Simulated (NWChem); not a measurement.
Species: C$_{3}$H$_{5}$Cl; SMILES C1(CC1)Cl

Program: NWChem. Medium grid unless said otherwise, to which SCAN and Minnesota functionals are sensitive. Coordinates come from a PBE0/def2-SVP optimisation. B3LYP is NWChem's, with the RPA form of VWN correlation. Total energies of different functionals are on different scales.

```json
[
 {"level": "B3LYP/def2-SVP", "energy (Ha)": "-577.2752", "highest occupied level (eV)": "-7.33", "orbital gap (eV)": "8.41", "dipole (D)": "1.68"},
 {"level": "PBE/def2-SVP", "energy (Ha)": "-576.9110", "highest occupied level (eV)": "-6.24", "orbital gap (eV)": "6.44", "dipole (D)": "1.65"},
 {"level": "BP86/def2-SVP", "energy (Ha)": "-577.3016", "highest occupied level (eV)": "-6.33", "orbital gap (eV)": "6.47", "dipole (D)": "1.67"},
 {"level": "Hartree-Fock/def2-SVP", "energy (Ha)": "-575.7454", "highest occupied level (eV)": "-10.82", "orbital gap (eV)": "15.69", "dipole (D)": "2.00"},
 {"level": "M05-2X/def2-SVP", "energy (Ha)": "-577.2303", "highest occupied level (eV)": "-8.97", "orbital gap (eV)": "11.53", "dipole (D)": "1.80"},
 {"level": "BLYP/def2-SVP", "energy (Ha)": "-577.1809", "highest occupied level (eV)": "?", "orbital gap (eV)": "6.41", "dipole (D)": "?"},
 {"level": "TPSSh/def2-SVP", "energy (Ha)": "-577.2944", "highest occupied level (eV)": "-6.91", "orbital gap (eV)": "7.71", "dipole (D)": "1.82"},
 {"level": "r2SCAN0/def2-SVP", "energy (Ha)": "-577.1469", "highest occupied level (eV)": "-7.85", "orbital gap (eV)": "9.32", "dipole (D)": "1.88"}
]
```

Question: Fill in the missing entries.

Answer: 
- BLYP/def2-SVP, highest occupied level (eV): -6.03
- BLYP/def2-SVP, dipole (D): 1.57
